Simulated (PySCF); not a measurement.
Problem. Give a GFN2-xTB geometry of `COCCOCC(F)(F)F`.

Solution. 
```
atom  x, y, z in Å
C1    -2.8855    1.0151   -0.2420
O2    -2.6411   -0.3191    0.1399
C3    -1.4458   -0.8627   -0.3512
C4    -0.1953   -0.3364    0.3668
O5     0.9087   -1.0913   -0.1089
C6     2.1026   -0.8847    0.5736
C7     2.7109    0.5067    0.3360
F8     4.0220    0.5087    0.6198
F9     2.1580    1.4547    1.1114
F10    2.5793    0.9182   -0.9264
H11   -2.1940    1.7149    0.2386
H12   -3.9003    1.2400    0.0805
H13   -2.8138    1.1329   -1.3294
H14   -1.3392   -0.6792   -1.4292
H15   -1.5147   -1.9398   -0.1835
H16   -0.0543    0.7304    0.1543
H17   -0.3106   -0.4686    1.4515
H18    2.8125   -1.6216    0.1880
H19    1.9911   -1.0088    1.6621
```

Any rigid rotation of these coordinates is as good. Atoms count from 1 in this order. Of the pairs four or more bonds apart, F9···H16 is among the closest relative to their van der Waals radii: 2.52 Å, 94 % of the sum of Bondi's values. O2 (ether oxygen) is bent (angle 114.8°). The C–O distances run from 1.391 Å (O5–C6, drawn single) to 1.420 Å (C4–O5, drawn single), a spread of 0.029 Å.

Bonds between heavy atoms (Å): C1–O2 1.409, O2–C3 1.402, C3–C4 1.535, C4–O5 1.420, O5–C6 1.391, C6–C7 1.537, C7–F8 1.341, C7–F9 1.344, C7–F10 1.334.

Structure optimised with GFN2-xTB, isolated species.

Point group: C1 (no symmetry element, even within 0.4 Å). GFN2-xTB frequencies: not computed here. The numbers are those of one conformer (C1–O2–C3–C4 74°, O2–C3–C4–O5 173°, C3–C4–O5–C6 -171°, C4–O5–C6–C7 -70°).
